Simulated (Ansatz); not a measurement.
`C#[C][SnH2][O]C`. Total charge 0; spin multiplicity 1. Sn: def2 effective core potential. Geometry: relaxed with PBE0-D4/def2-TZVP. It is one conformer, not always the lowest.

```xyz
11

C     2.694   -0.521   -0.614
C     1.771   -0.279    0.125
Sn    0.170    0.135    1.391
O    -1.228    0.934    0.273
C    -1.665    0.248   -0.873
H     3.509   -0.732   -1.269
H    -0.415   -1.330    2.038
H     0.562    1.335    2.521
H    -2.409    0.870   -1.379
H    -2.141   -0.713   -0.631
H    -0.849    0.054   -1.582
```

Problem. What is the dipole moment at PBE/def2-TZVPP? (Estimate.)

Solution. Computed: 1.21 D, with components (0.70, -0.99, 0.09) D in this frame, pointing from negative to positive charge.

Problem. And with r2SCAN, B3LYP, ωB97M-V? (An estimate is asked.)

Solution. Ansatz gave: r2SCAN 1.30 D, B3LYP 1.33 D, ωB97M-V 1.39 D.

Problem. Give the Mulliken charges with PBE, ωB97M-V, r2SCAN in def2-TZVPP. (Best estimate.)

Solution. Computed: 
```json
{"atom": "C1", "PBE": "-0.06", "ωB97M-V": "-0.07", "r2SCAN": "-0.13"}
{"atom": "C2", "PBE": "-0.46", "ωB97M-V": "-0.54", "r2SCAN": "-0.47"}
{"atom": "Sn3", "PBE": "0.88", "ωB97M-V": "0.93", "r2SCAN": "0.99"}
{"atom": "O4", "PBE": "-0.48", "ωB97M-V": "-0.54", "r2SCAN": "-0.56"}
{"atom": "C5", "PBE": "-0.14", "ωB97M-V": "-0.18", "r2SCAN": "0.01"}
{"atom": "H6", "PBE": "0.20", "ωB97M-V": "0.22", "r2SCAN": "0.21"}
{"atom": "H7", "PBE": "-0.11", "ωB97M-V": "-0.08", "r2SCAN": "-0.12"}
{"atom": "H8", "PBE": "-0.10", "ωB97M-V": "-0.07", "r2SCAN": "-0.10"}
{"atom": "H9", "PBE": "0.10", "ωB97M-V": "0.11", "r2SCAN": "0.05"}
{"atom": "H10", "PBE": "0.09", "ωB97M-V": "0.11", "r2SCAN": "0.05"}
{"atom": "H11", "PBE": "0.09", "ωB97M-V": "0.11", "r2SCAN": "0.06"}
```

B3LYP here is the variant with VWN-RPA as its local correlation; programs differ in this.
